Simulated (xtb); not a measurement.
C5H5F, SMILES C=C=CC(=C)F. All values are semi-empirical tight-binding results from xtb (GFN2-xTB unless named), good for trends rather than for accurate numbers. Coordinates come from a GFN2-xTB optimisation. The structure was generated by enumeration, and PubChem lists no compound with its InChIKey, so it may never have been made. The values are those of a single conformer.

Optimised geometry:

```xyz
11

C     -0.1220     2.6116     0.0000
C      0.3678     1.4182     0.0000
C      0.8464     0.2024     0.0000
C      0.0180    -0.9887     0.0000
C      0.4476    -2.2447     0.0000
F     -1.3155    -0.7513     0.0000
H     -0.3368     3.1375    -0.9166
H     -0.3368     3.1375     0.9166
H      1.9133     0.0289     0.0000
H     -0.2439    -3.0671     0.0000
H      1.4970    -2.4686     0.0000
```
Charge 0, spin multiplicity 1.

| Item | Result |
|---|---|
| point group as xtb finds it | Cs |
| orbital gap | 3.76 eV |
| dipole moment | 2.01 D |
| zero-point energy | 49.4 kcal/mol |
| G − E(el) at 298.15 K (modified RRHO) | 30.5 kcal/mol |
| static polarisability (D4 model) | 59.6 bohr³ |
| solvation energy, GFN2-xTB/ALPB(water) | -2.7 kcal/mol |
| solvation energy, GFN2-xTB/ALPB(dmf) | -6.1 kcal/mol |

Give the IR lines (harmonic; lines under 4 % of the strongest left out, lines within 3 cm⁻¹ merged). (Estimate from the structure and the level; the computed values follow.)

ν (cm⁻¹): 634 (w), 846 (m), 875 (m), 929 (w), 1114 (w), 1237 (m), 1296 (w), 1677 (m), 2072 (vs), 3057 (w), 3074 (w), 3176 (w) (against the strongest line: vs over 80 %, s over 45 %, m over 15 %, w over 4 %, vw less)

Give the atomic charges and the Wiberg bond orders between heavy atoms. (The exact figures need the calculation; the answer reports its results.)

charges (e) C1 -0.09, C2 0.01, C3 -0.06, C4 0.18, C5 -0.12, F6 -0.23, H7 0.07, H8 0.07, H9 0.06, H10 0.06, H11 0.05. Bond orders C1–C2 2.01, C2–C3 1.83, C3–C4 1.08, C4–C5 1.81, C4–F6 0.95.
